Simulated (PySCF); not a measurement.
An unknown shows these calculated signals:

¹H NMR (400 MHz, computed): δ 5.34 (sept, 1H), 5.25 (m, 2H), 4.49 (m, 2H), 1.30 (d, 6H).

¹³C{¹H} NMR (computed): δ 186.4 (C), 76.9 (CH2), 69.0 (CH), 23.7 (CH3).

PySCF 2.14 calculation with GFN2-xTB geometry and σ from GIAO-PBE0/pcSseg-1; single conformer, non-relativistic, in vacuum, fast rotation and ring inversion assumed for equivalent nuclei.

δ = σ(ref) − σ, references computed at the same level: ¹H and ¹³C vs TMS.

Which of these does the molecule contain: a non-aromatic C=C double bond, a methoxy group, a (CH3)2CH unit, a carboxylic acid, a Si–H bond?

Results:


- A non-aromatic C=C double bond: no.
- A methoxy group: no.
- A (CH3)2CH unit: yes (δC 23.7, 69.0; δH 1.30 (d), 5.34 (sept)).
- A carboxylic acid: no.
- A Si–H bond: yes (δH 4.49 (m)).

The data belong to `InChI=1S/C5H11FO2Si/c1-4(2)8-5(7)9-3-6/h4H,3,9H2,1-2H3`; they needn't prove each group on their own.

Carbon signals by region: 1 in the far downfield region (above 160 ppm), 2 at 50–100 ppm, 1 below 50 ppm. Above 160 ppm: 186.4, carbonyl carbon.

Splittings by ¹⁹F in the carbon and heteronuclear signals aren't shown, as no couplings were computed. Shifts are as computed. Against solution values, carbons near 30 ppm lie about +3 ppm off and those near 130 ppm about +5 ppm. Of 1211 compounds with measured shifts, 218 miss one by over three times the rms of a fit or turn the order of signals round; such compounds aren't used in these exercises. Multiplicities follow the n + 1 count of equivalent neighbours, as no J values were calculated; m marks all less simple cases, F and P coupling included.
